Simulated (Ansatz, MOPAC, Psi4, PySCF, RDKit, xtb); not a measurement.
Dimer: C2H2 (SMILES C#C) (first 4 atoms) with H2S (SMILES S); geometry from B3LYP-D3(BJ)/def2-TZVP, rigid monomers moved along the line of their centres of mass till C2···H7 is 2.40 Å.
(charge 0, multiplicity 1):
```
atom    x (Å)    y (Å)    z (Å)
----  -------  -------  -------
C      0.5186   0.2718  -0.1566
C     -0.5924  -0.1486  -0.0071
H      1.5048   0.6461  -0.2886
H     -1.5791  -0.5209   0.1266
S      0.1500   0.8078   3.5005
H      0.6402  -0.4264   3.6972
H      0.0509   0.6212   2.1729
```

| level | interaction energy (kJ/mol) | minus CCSD(T)/CBS(aug-cc-pV(D+d)Z, aug-cc-pV(T+d)Z) | cost |
|---|---|---|---|
| MMFF94 | 4.4 | 9.0 | - |
| GFN-FF | -5.7 | -1.1 | - |
| AM1 | -1.2 | 3.4 | - |
| PM6 | -2.3 | 2.3 | - |
| PM7 | -4.3 | 0.3 | - |
| GFN2-xTB | -7.2 | -2.6 | - |
| HF/STO-3G (no counterpoise) | 7.1 | 11.7 | - |
| HF/6-31G* (no counterpoise) | 3.4 | 8.0 | - |
| PBE/def2-TZVPPD | -3.7 | 0.9 | ×1 |
| PBE-D3(BJ)/def2-TZVPPD | -7.9 | -3.3 | ×1 |
| PBE-D4/def2-TZVPPD | -7.7 | -3.1 | ×1 |
| B3LYP/3-21G (no counterpoise) | -6.2 | -1.6 | - |
| PBE0-D3(BJ)/def2-TZVPPD | -7.1 | -2.5 | ×2 |
| PBE0-D4/def2-TZVPPD | -6.8 | -2.2 | ×2 |
| wB97X-V/def2-TZVPPD | -4.1 | 0.5 | ×3 |
| MP2/6-31G* (no counterpoise) | -3.9 | 0.7 | - |
| CCSD/aug-cc-pV(D+d)Z | 0.5 | 5.1 | - |
| CCSD/aug-cc-pV(T+d)Z | -1.6 | 3.0 | - |
| CCSD(T)/CBS(aug-cc-pV(D+d)Z, aug-cc-pV(T+d)Z) | -4.6 | 0.0 | ×300* |
| SAPT0/jun-cc-pV(D+d)Z | -1.6 | 3.0 | - |

 The comparison column counts from a level with limits of its own.

The rows run from -7.9 (PBE-D3(BJ)/def2-TZVPPD) to 7.1 kJ/mol (HF/STO-3G (no counterpoise)). The dispersion term adds -4.2 in PBE-D3(BJ), -4.0 in PBE-D4.

Counterpoise-corrected where a basis set is named; no monomer relaxation. Rows marked so take none.

Correlated levels freeze the cores. CBS: X⁻³ extrapolation of the correlation energy, Hartree–Fock from the larger set. Rows in 3-21G, 6-31G*, STO-3G carry no dispersion term and start afresh at each structure (6-31G* with six Cartesian d functions). MP2/6-31G* freezes PySCF's default core. The state reached by AM1, PM6, PM7 isn't checked; PM7 holds dispersion and hydrogen-bond terms.

Codes used: Ansatz (Gaussian basis) for Hartree–Fock, density functionals and correlated methods; MOPAC for AM1, PM6, PM7 (differences of heats of formation); Psi4 for SAPT; PySCF for 3-21G rows, 6-31G* rows, STO-3G rows, the dispersion terms; RDKit for the force fields; xtb for the GFN methods. Values without a source in brackets are computed.

Costs are rough ratios of core time to PBE/def2-TZVPPD (about 5 s over the structures, on one shared machine); a dash marks a level with no comparable run of its own. A star marks coupled-cluster runs past 200 virtual orbitals, where the program's memory plan changes under this machine's limit, so their costs aren't comparable with smaller runs.

Ansatz is a quantum-chemistry and plane-wave program.
